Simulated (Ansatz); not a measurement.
Total energies of the cluster Ca₂O₃H₂ (the lowest singlet isomer of a short search) from Ansatz at PBE-D4/def2-TZVPD, gas phase (1 Eh = 27.2114 eV = 2625.5 kJ/mol). The reference geometry is relaxed at B3LYP-D4/def2-SVP.

```xyz
7

Ca   -2.027    0.102    0.359
Ca    1.970   -0.023   -0.550
O    -3.780   -0.892    0.628
O    -0.034    0.054   -0.117
O     3.802    0.857   -0.549
H    -4.540   -1.472    0.723
H     4.609    1.374   -0.494
```

| state | geometry | energy (Eh) |
| --- | --- | --- |
| charge 0 singlet | reference | -1581.67878 |
| charge -1 doublet | reference | -1581.69463 |
| free Ca atom (singlet) | – | -677.32879 |
| free O atom (triplet) | – | -75.01069 |
| free H atom (doublet) | – | -0.49962 |

Problem. Work out the vertical electron affinity, to the doublet.

Solution. E(charge 0 singlet) − E(charge -1 doublet) = -1581.67878 − (-1581.69463) = 0.01585 Eh = 0.43 eV.

Problem. What is the binding energy per atom against free atoms?

Solution. Atoms: 2 × (-677.32879) + 3 × (-75.01069) + 2 × (-0.49962) = -1580.68889 Eh. Binding: -1580.68889 − (-1581.67878) = 0.98989 Eh = 26.94 eV, or 3.85 eV for each of 7 atoms (no zero-point energy, no counterpoise term).

At PBE-D4/def2-TZVPD the highest occupied level of the charge -1 doublet lies above zero (up to 0.97 eV). By energy differences its removal costs 0.43 eV (vertical, to the charge 0 singlet, at PBE-D4/def2-TZVPD); a positive level beside a positive removal energy at the same level points to self-interaction error. 

The structure comes from a short search, and lower isomers may exist.
